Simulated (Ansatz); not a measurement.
`[SH][Al][Br]` radical, relaxed with UKS PBE0-D4/def2-TZVP in Ansatz 0.2.0 from a PBE-D4/def2-SVP geometry. The force threshold is 0.005 eV/Å; the program also tests the step.

Charge 0, multiplicity 2.

Start:

```xyz
4

S    -1.151   -0.439    0.929
Al    0.807    0.491    0.346
Br    2.117   -0.429   -1.300
H    -1.773    0.377    0.026
```

Problem. By how much does the energy fall, and how many steps does the optimiser take? (An estimate is asked.)

Solution. Ansatz gave: 21.29 kJ/mol, in 10 steps.

Problem. Which bonds change most? (Estimate.)

Solution. Computed: S1–Al2 from 2.245 to 2.193 Å; Al2–Br3 from 2.296 to 2.270 Å; S1–H4 from 1.366 to 1.345 Å.

Problem. Give the relaxed structure. (Best estimate.)

Solution. Computed: 
```xyz
4

S    -1.111   -0.571    0.467
Al    0.580    0.623   -0.257
Br    2.393   -0.567   -0.929
H    -1.862    0.515    0.719
```
